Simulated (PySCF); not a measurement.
Species: `Cc1cpcc(C)c1C`. The columns A, B, C and D hold Mulliken, IAO, Hirshfeld and ESP-fitted charges (e) of one PBE0/pcSseg-1 density (PySCF), in a shuffled order. Coordinates in Å (PBE0-D3(BJ)/def2-SVP); the density's dipole moment is (0.41, 2.63, 0.64) D.

```
atom       x       y       z       A       B       C       D
  C1  -2.020   0.832   0.057  -0.164  -0.416  -0.549  -0.113
  C2  -0.850  -0.107  -0.096  -0.201  +0.021  -0.049  +0.009
  C3  -1.123  -1.439  -0.417  -0.369  -0.389  -0.091  -0.119
  P4   0.023  -2.714  -0.643  +0.471  +0.359  -0.199  +0.065
  C5   1.485  -1.836  -0.352  -0.366  -0.389  -0.094  -0.119
  C6   1.594  -0.482  -0.035  -0.226  +0.024  -0.032  +0.010
  C7   2.969   0.091   0.186  -0.149  -0.414  -0.545  -0.112
  C8   0.469   0.366   0.086  -0.276  +0.002  +0.297  +0.008
  C9   0.714   1.809   0.428  -0.148  -0.418  -0.455  -0.114
 H10  -1.979   1.659  -0.669  +0.142  +0.147  +0.178  +0.045
 H11  -2.967   0.299  -0.101  +0.122  +0.146  +0.154  +0.046
 H12  -2.055   1.282   1.062  +0.140  +0.147  +0.174  +0.045
 H13  -2.177  -1.712  -0.539  +0.117  +0.151  +0.162  +0.038
 H14   2.418  -2.407  -0.422  +0.117  +0.151  +0.160  +0.039
 H15   3.210   0.863  -0.563  +0.137  +0.146  +0.169  +0.045
 H16   3.737  -0.691   0.121  +0.123  +0.146  +0.157  +0.046
 H17   3.057   0.572   1.173  +0.132  +0.146  +0.170  +0.045
 H18   1.142   1.912   1.440  +0.140  +0.148  +0.133  +0.046
 H19  -0.197   2.415   0.395  +0.123  +0.145  +0.128  +0.044
 H20   1.441   2.266  -0.262  +0.135  +0.147  +0.132  +0.045
```

Question: Which column most likely holds the ESP-fitted charges?

Answer: C. Σ q r misses the density's dipole by 0.02 D (C), 0.31 D (A), 1.62 D (D), 2.32 D (B). Charges fitted to the outside potential are the only set here that is tied to the molecule's multipoles.

Question: And the Hirshfeld charges?

Answer: D. The mean sizes are 0.058 e (D), 0.190 e (A), 0.201 e (C), 0.203 e (B), and Hirshfeld charges are commonly the smallest of these schemes.

As computed, A = Mulliken, B = IAO, C = ESP-fitted, D = Hirshfeld. Hydrogens on carbon: Mulliken +0.12 to +0.14, IAO +0.15 to +0.15, ESP-fitted +0.13 to +0.18, Hirshfeld +0.04 to +0.05 e.

The IAO scheme projects the occupied orbitals on a minimal set of polarised atomic orbitals and counts the electrons in each atom's part of it. The Mulliken scheme counts on each atom the diagonal of the density matrix times the overlap matrix over that atom's basis functions.

Isolated species at its PBE0-D3(BJ)/def2-SVP geometry, gas phase.
